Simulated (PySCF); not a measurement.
Compound: C₅H₄Cl₃F.
Numbering: `[F:1][C@:2]1([C:3]([Cl:4])([Cl:5])[Cl:6])[C@@H:7]2[CH2:8][C@H:9]12` (hydrogens: H10 on C7; H11, H12 on C8; H13 on C9)

The geometry is computed with GFN2-xTB (gas phase).

Question: List the bond lengths, angles and torsions at this level.

Answer: 
```csv
bond,length (bohr),order
F1–C2,2.596,single
C2–C3,2.856,single
C3–Cl4,3.343,single
"C3–Cl5, C3–Cl6",3.363,single
"C2–C7, C2–C9",2.814,single
"C7–C8, C8–C9",2.831,single
C7–C9,2.825,single
"C7–H10, C9–H13",2.018,single
C8–H11,2.043,single
C8–H12,2.044,single
```

Bonds in one row agree within 0.02 bohr and their mean is given. Orders are formal, as drawn. A selection of angles:
```csv
angle,degrees
F1–C2–C3,109.3
F1–C2–C7,119.0
C3–C2–C7,121.1
C7–C2–C9,60.2
C2–C3–Cl4,110.1
Cl4–C3–Cl5,108.7
C2–C7–C8,95.9
C2–C7–C9,59.9
C8–C7–C9,60.1
C7–C8–C9,59.8
```

Torsions: F1–C2–C3–Cl4 180° (antiperiplanar); F1–C2–C7–C8 -59° (synclinal); C2–C7–C8–C9 -50° (synclinal); C7–C8–C9–C2 50° (synclinal); F1–C2–C9–C8 58° (synclinal); C2–C7–C9–C8 118° (anticlinal).

The 3-membered ring C2–C7–C9 has internal angles of 59.9° to 60.2°. The C–C distances run from 1.489 Å (C2–C7, drawn single) to 1.511 Å (C2–C3, drawn single), a spread of 0.022 Å. The 3-membered ring C7–C8–C9 has internal angles of 59.8° to 60.1°. Of the pairs four or more bonds apart, F1···H12 is among the closest relative to their van der Waals radii: 2.37 Å, 89 % of the sum of Bondi's values.

Point group: Cs (tolerance 0.08 Å). No frequency check.
